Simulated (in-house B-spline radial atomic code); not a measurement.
A radial electron density 4πr²n(r) was computed for an atom or ion in its tabulated ground configuration with an all-electron radial atomic-structure program (B-spline basis); method: non-relativistic LDA PW92, spin-polarised, spherical fractional occupations. Columns: r (bohr), 4πr²n(r) (electrons per bohr), bar.

```
 0.00329   0.4617 #
 0.00394   0.6469 #
 0.00472   0.9027 ##
 0.00566    1.255 ###
 0.00678     1.73 ####
 0.00813    2.369 #####
 0.00974    3.209 #######
  0.0117    4.316 #########
   0.014    5.691 ############
  0.0168    7.413 ################
  0.0201     9.43 ####################
  0.0241    11.75 #########################
  0.0288     14.2 ##############################
  0.0345    16.65 ###################################
  0.0414    18.81 ########################################
  0.0496     20.3 ###########################################
  0.0594    20.83 ############################################
  0.0712    20.24 ###########################################
  0.0853    18.68 #######################################
   0.102    16.69 ###################################
   0.122    15.05 ################################
   0.147    14.59 ###############################
   0.176    15.73 #################################
   0.211    18.04 ######################################
   0.253    20.28 ###########################################
   0.303    20.94 ############################################
   0.363    19.09 ########################################
   0.434    15.06 ################################
   0.521    10.13 #####################
   0.624     6.31 #############
   0.748    4.577 ##########
   0.896    4.655 ##########
    1.07    5.301 ###########
    1.29    5.376 ###########
    1.54    4.513 #########
    1.85    3.063 ######
    2.21    1.711 ####
    2.65   0.7549 ##
    3.18   0.2579 #
    3.81  0.06685 
    4.56  0.01259 
    5.47  0.00157
```

(1) Which atom or ion is it?
A. Cl+
B. S+
C. Ar+
D. Sc2+

Results:

(1) C. The area under the curve, ∫4πr²n dr = ∫r·4πr²n d(ln r) on this logarithmic grid, is 17 electrons, which only this option has. The configuration is [Ne] 3s2 3p5.
